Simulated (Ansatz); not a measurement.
Born–Oppenheimer molecular dynamics of F₂H₆Si₂ (10 atoms, charge 0, multiplicity 1). It starts at the highest image of a converged band. Of that band: Neighbouring images differ by up to 3.9 eV, so the band resolves the path poorly. A vibrational analysis at the climbing image gives one clearly imaginary mode, 1872i cm⁻¹: a first-order saddle point.

Computed with RHF/6-31G* in Ansatz 0.2.0.

```json
{
 "ensemble": "NVE (velocity Verlet)",
 "time step": "0.5 fs",
 "steps asked": "200",
 "starting velocities drawn for": "100 K",
 "seed": "11469"
}
```

First frame:

```xyz
10
Properties=species:S:1:pos:R:3
Si -0.142 -0.058 0.032
H 0.236 -0.741 1.507
H 0.720 1.054 0.398
F -0.930 0.504 -1.259
F 0.363 -1.403 -0.645
Si -2.526 0.215 1.027
H -3.337 -0.615 0.124
H -2.824 -0.129 2.432
H -2.746 1.652 0.808
H -0.835 -0.478 1.377
```

How far do the bonds stretch over the last three quarters of this one trajectory? (Pairs bonded in most of those frames.)


| bond | mean (Å) | spread (Å) | shortest | longest |
| --- | --- | --- | --- | --- |
| Si1–H2 | 1.496 | 0.052 | 1.39 | 1.59 |
| Si1–H3 | 1.486 | 0.041 | 1.40 | 1.56 |
| Si1–F4 | 1.624 | 0.028 | 1.58 | 1.68 |
| Si1–F5 | 1.594 | 0.037 | 1.53 | 1.66 |
| Si6–H7 | 1.481 | 0.016 | 1.45 | 1.51 |
| Si6–H8 | 1.483 | 0.023 | 1.44 | 1.53 |
| Si6–H9 | 1.478 | 0.012 | 1.46 | 1.50 |
| Si6–H10 | 1.493 | 0.098 | 1.33 | 1.64 |

Mean temperature of the second half: 3304 K. The conserved energy stayed within 0.48 meV per atom of its start (net change -0.24 meV per atom), so the integration is sound. The kinetic energy rose, since the run started high on the potential surface and went downhill. It ends in pieces (F2H2Si + H4Si), so much of that is their flight and rotation, not heat. A run of 0.1 ps of so small a system gives no equilibrium averages. The orbitals stay closed-shell, which can raise the energy where a bond breaks towards radicals; this wasn't checked here.

Time of the run: 4.6 min on 1 thread of Arm Neoverse V1, on a shared host, peak memory 0.16 GiB.
